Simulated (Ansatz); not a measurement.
`[F][Ge]([Cl])([Cl])[Cl]` + `CC(C)N` → `CC(C)[NH][Ge]([Cl])([Cl])[Cl]` + H–F at 298.15 K and 1 bar (ligand exchange at a Ge–F bond).

Computed with Ansatz on PBE0-D4/def2-TZVP structures; ΔE is electronic, products minus reactants. CBS: MP2 limit from def2 TZ/QZ plus the TZ coupled-cluster correction, frozen cores. This one scheme is used for every species. For Ge outer-core shells are correlated without core-valence functions, which leaves a few kJ/mol of doubt a bond. Scalar relativity is left out up to krypton. Each species was taken in one conformer, which may not be the lowest.

```
                        species  CCSD(T)/CBS energy (Eh)  H − E (kJ/mol)  S (J/(mol·K))
      `[F][Ge]([Cl])([Cl])[Cl]`              -3555.40119            38.0          349.1
                       `CC(C)N`               -174.28253           334.6          299.1
`CC(C)[NH][Ge]([Cl])([Cl])[Cl]`              -3629.28084           335.8          466.8
                            H–F               -100.39570            33.5          173.6
```

H − E and S are ideal-gas, rigid-rotor, harmonic terms from PBE0-D4/def2-TZVP, for one conformer and one mirror image of each species. 1 Eh = 2625.50 kJ/mol, R = 8.31446 J/(mol·K).

Question: By hand: ΔE, ΔH, ΔS and ΔG.

Answer: ΔE = (-3629.28084) + (-100.39570) − (-3555.40119) − (-174.28253) = 0.00718 Eh = 18.9 kJ/mol. Δ(H − E) = 335.8 + 33.5 − 38.0 − 334.6 = -3.3, so ΔH = 15.6 kJ/mol. ΔS = 466.8 + 173.6 − 349.1 − 299.1 = -7.8 J/(mol·K). ΔG = 15.6 − 298.15 × (-7.8)/1000 = 17.9 kJ/mol.

Question: By hand: the equilibrium constant, and the temperature at which ΔG would vanish if ΔH and ΔS stayed fixed.

Answer: log₁₀ K = −ΔG/(RT ln 10) = -3.1. ΔH and −TΔS have one sign here, so there is no such temperature.

The number of gas molecules stays the same, so ΔS is small and ΔH decides. A doubt of 5 kJ/mol in ΔE shifts log₁₀ K by 0.9 here. Other conformers and mirror images would add mixing entropy, several J/(mol·K) or more a flexible species. Modes under 60 cm⁻¹, often nearly free rotors, make the harmonic entropy too high. These are equilibria of isolated gas molecules and say nothing of rates. Largest T1 diagnostic: 0.010 (customary marks: 0.02 for closed shells, 0.045 for open ones).

ΔS is within the doubt of such terms, so its sign, and with it that verdict, could turn.
